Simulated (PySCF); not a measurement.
# RhS₂⁺, singlet: molecular constants

These are results of PBE0 in PySCF with Rh def2-SVP with ECP28, S def2-SVP; scalar-relativistic core potentials, no spin–orbit coupling; density-fitted integrals, not measurements.

The structure is a minimum.

```xyz
3
charge 1 multiplicity 1, angstrom
Rh    0.0000    0.0000   -0.7532
S     0.9673    0.0000    1.2122
S    -0.9673    0.0000    1.2122
```

| Item | Value |
| --- | --- |
| Point group | C2v |
| Bond lengths | Rh–S 2.191 Å (×2), S–S 1.935 Å |
| Bond angles | Rh–S–S 63.8° (×2), S–Rh–S 52.4° |
| Principal quadrupole moments (Buckingham, traceless) about the centre of mass | -8.56, 0.74, 7.82 D Å |
| Enthalpy at 298.15 K above 0 K | 12.57 kJ/mol |
| Highest occupied level | -12.95 eV |
| Entropy at 298.15 K and 1 bar | 290.3 J/(mol K) |
| Lowest empty level | -10.45 eV |
| Dipole moment about the centre of mass | 0.18 D |
| Zero-point energy | 7.6 kJ/mol |
| Rotational constants | 0.2817, 0.1107, 0.07945 cm⁻¹ |
| Principal polarisabilities | 32.4, 50.7, 56.7 bohr³ |
| Heat capacity Cp at 298.15 K | 50.8 J/(mol K) |
| Rotational symmetry number | 2 |

Harmonic modes (masses in u: Rh 102.906, S 31.972):
```csv
symmetry,ω (cm⁻¹),IR (km/mol),μ (u)
b2,193,1.0,34.55
a1,392,2.4,43.00
a1,684,7.5,32.22
```

In C2v the vibrations span b2 + 2a1. Here b1 is antisymmetric to the molecular plane and b2 lies in it.

Charges (e):
```tsv
atom	Mulliken	Löwdin	polar tensor	Mayer order to Rh1
Rh1	0.40	-0.21	0.57	–
S2,3	0.30	0.60	0.22	1.37
```
Other Mayer orders above 0.3: S–S 1.49.

Mulliken populations on Rh1 (electrons outside its core potential): s 2.32, p 6.14, d 8.14, f 0.00.

Other isomers or separated fragments may lie lower. At this level a triplet minimum of C2v symmetry lies 40 kJ/mol below this structure. At the minimum of this search the closed-shell solution is unstable towards spin polarisation, so a lower open-shell solution exists.

The final relaxation and frequency run took of the order of 60 core-seconds on a shared host.
